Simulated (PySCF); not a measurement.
Computed IR spectrum (relative IR intensity) of a molecule H8N2Si3. The structure is a stationary point at B3LYP-D3(BJ)/def2-SVP. One conformer was computed; it need not be the lowest. The numbers are results of B3LYP-D3(BJ)/def2-SVP run with PySCF, not measurements. Frequencies are harmonic and unscaled.

Lines under 2 % of the strongest are left out, and lines within 2 cm⁻¹ are merged.

```
ν (cm⁻¹)  relative intensity
--------  ------------------
236                      8.1
377                       18
414                       22
422                       17
445                      8.4
460                       15
496                       15
629                      3.6
686                      6.9
704                      9.6
712                       16
752                       12
845                       53
851                       34
891                      100
977                       81
1008                     2.9
1118                      26
1545                      11
2160                      50
2164                      91
2171                      41
2181                      27
2208                      40
3559                     9.5
3579                     7.2
3652                     7.6
```

Problem. Pick the molecule that these values belong to.
A) [SiH3]N1[SiH2]N[SiH2]1
B) N1[SiH2]N[SiH2][SiH2]1
C) N[SiH]1[SiH2]N[SiH2]1
D) N[Si@@H]1N[SiH2][SiH2]1

Solution. C, N[SiH]1[SiH2]N[SiH2]1
